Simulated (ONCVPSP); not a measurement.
**nickel: variants of one ONCV potential**

Base potential:

ONCVPSP 4.0.1 input, shortened (lines: element, Z, core and valence counts, functional; n l f; lmax; l rc ep ncon nbas qcut; lloc lpopt rc5 dvloc0; l nproj debl; icmod fcfact rcfact), PBE, fully relativistic:

```
  Ni 28.00    5    2        4      upf
    1    0    2.00
    2    0    2.00
    2    1    6.00
    3    0    2.00
    3    1    6.00
    3    2    8.50
    4    0    1.50
    2
    0    2.45    0.00    4    8    3.40
    1    2.35    0.17    4    8    3.80
    2    0.75    0.00    3    7   14.50
    2    5    0.75    0.00
    0    2    0.70
    1    3    3.40
    2    0    3.50
    4    0.50    0.00
```

Open shells are filled in proportion to 2j + 1.

In the p channel the program set the typed energies aside and used 0.050, 3.450, 6.850 Ha (j = l + 1/2; the other j can differ).

Cutoffs, loose and tight: the cutoffs (Ha) at which the residual kinetic energy of the hardest occupied pseudo-wave falls to 1 and 0.1 mHa per electron. They do not see the model core or the augmentation charge, which bear on the density cutoff. Test errors are all-electron minus pseudo excitation energies from the reference, over the configurations 3d8 4s2; 3d8 4s1; 3d8 4s0; 3d7 4s0. A dash means not determined; rows that change the core or the reference have their own tests.

A true bound ghost makes a file unfit for plane-wave use even where its test errors are small: the radial tests pick states by their node count and pass the ghost by.

```tsv
change	outcome	cutoff, loose	cutoff, tight	bound ghosts	GHOST(+) flags above zero	largest test error (meV)
base	generated, projector energies reset by the program	120 Ha	367 Ha	s	s, p3/2, p1/2	-969
p: rc 1.98	generated	120 Ha	367 Ha	s	s, p3/2, p1/2	-969
p: rc 2.26	generated	120 Ha	367 Ha	s	s, p3/2, p1/2	-969
p: rc 2.62	generated, projector energies reset by the program	120 Ha	367 Ha	s	s, p3/2, p1/2	-969
p: rc 2.78	generated, projector energies reset by the program	120 Ha	367 Ha	s	s, p3/2, p1/2	-969
p: rc 3.06	generated, projector energies reset by the program	120 Ha	367 Ha	s	s, p3/2, p1/2	-969
p: rc 3.36	generated, projector energies reset by the program	120 Ha	367 Ha	s	s, p3/2, p1/2	-969
```

(1) What comes out with this change to the base: p: rc 1.62?

## Answers

(1) outcome: generated; cutoff, loose: 120 Ha; cutoff, tight: 367 Ha; bound ghosts: s, p3/2, p1/2; GHOST(+) flags above zero: s, p3/2, p1/2; largest test error (meV): -969.

Reading the sweep of the p radius (base included, trends over the rows without a ghost): Bound ghosts are found at 1.62, 1.98, 2.26, 2.35, 2.62, 2.78, 3.06, 3.36 bohr. Every judged row has one, so this setting neither creates nor removes them.
